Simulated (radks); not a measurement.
Species: neutral thulium. Configuration: [Xe] 4f13 6s2.

Method: Dirac Kohn-Sham, LDA (Slater exchange, Perdew-Wang correlation), spin-unpolarised, spherical densities, finite nucleus; open shells fill j = l - 1/2 first; Fermi nuclear charge, rms radius 5.2256 fm; computed with a radial shooting solver on a logarithmic mesh with Libxc functionals.

Energy parts (hartree):
| part | energy |
|---|---|
| total | -13572.2480 |
| kinetic | 15020.8700 |
| electron-nucleus | -33647.1103 |
| Hartree | 5332.3282 |
| exchange-correlation | -278.3359 |

Orbitals (lengths in bohr, moments of r in powers of bohr; <r^-3> diverges for s and p1/2):
\begin{tabular}{lrrrrr}
orbital & occ. & eigenvalue (hartree) & <r^-3> & <1/r> & <r^4> \\ \hline
1s1/2 & 2 & -2173.733 & - & 79.00 & 8.102e-07 \\
2s1/2 & 2 & -366.5878 & - & 19.04 & 0.0001246 \\
2p1/2 & 2 & -349.5953 & - & 19.02 & 0.00007598 \\
2p3/2 & 4 & -313.6160 & 12810 & 16.42 & 0.0001048 \\
3s1/2 & 2 & -82.36430 & - & 6.971 & 0.004712 \\
3p1/2 & 2 & -74.85679 & - & 6.892 & 0.004211 \\
3p3/2 & 4 & -67.26222 & 2810 & 6.223 & 0.005348 \\
3d3/2 & 4 & -54.38535 & 480.1 & 6.113 & 0.003733 \\
3d5/2 & 6 & -52.72392 & 417.9 & 5.950 & 0.004017 \\
4s1/2 & 2 & -16.20103 & - & 2.921 & 0.1147 \\
4p1/2 & 2 & -13.18073 & - & 2.813 & 0.1281 \\
4p3/2 & 4 & -11.45884 & 636.6 & 2.579 & 0.1639 \\
4d3/2 & 4 & -6.47542 & 93.33 & 2.357 & 0.2263 \\
4d5/2 & 6 & -6.16216 & 79.69 & 2.300 & 0.2454 \\
5s1/2 & 2 & -1.96322 & - & 1.087 & 4.415 \\
5p1/2 & 2 & -1.14586 & - & 0.9493 & 7.888 \\
5p3/2 & 4 & -0.93409 & 76.11 & 0.8641 & 11.13 \\
6s1/2 & 2 & -0.14823 & - & 0.3211 & 498.5 \\
4f5/2 & 6 & -0.14569 & 11.77 & 1.705 & 3.267 \\
4f7/2 & 7 & -0.10167 & 11.16 & 1.670 & 4.355 \\
\end{tabular}

The highest occupied level is 4f7/2 at -2.766 eV. The density falls to 0.001 e/bohr^3 at r = 5.05 bohr.
